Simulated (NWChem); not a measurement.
## Correlation energy of GaO

SMILES: [O]=[Ga]
```xyz
2

Ga     0.0000     0.0000     0.3512
O      0.0000     0.0000    -1.3608
```
Charge 0, spin multiplicity 2.

Program: NWChem. All single points use one geometry, from UPBE/def2-SVP, a minimum by its harmonic frequencies.

Basis set: def2-SVP. Each correlation energy counts from its own Hartree-Fock reference.

The Hamiltonian is non-relativistic. The correlated methods keep 10 core orbitals frozen. The structure started from a generated list of species. The unpaired electrons of the parent sit in orbitals of symmetry a1 (C2v labels of the run); other states weren't searched. The stability of the SCF solutions was not checked. Open-shell Hartree-Fock references start from PBE0 orbitals. Coupled-cluster values serve here as a point of comparison, not as the truth.

| method | correlation energy (mHa) | remark |
|---|---|---|
| CCSD[T] on ROHF | … | large amplitudes |
| UMP2 | -348.3 | - |
| CCSD on ROHF | -373.3 | large amplitudes |
| CCSD(T) on UHF | -379.8 | large amplitudes |
| CCSD[T] on UHF | -385.3 | large amplitudes |
| CCSD on UHF | -365.1 | large amplitudes |
| CCSD(T) on ROHF | … | large amplitudes |
| SCS-UMP2 | … | - |

Task: What belongs in the gaps?

Result: 
- CCSD[T] on ROHF, correlation energy (mHa): -395.1
- CCSD(T) on ROHF, correlation energy (mHa): -388.8
- SCS-UMP2, correlation energy (mHa): -326.5
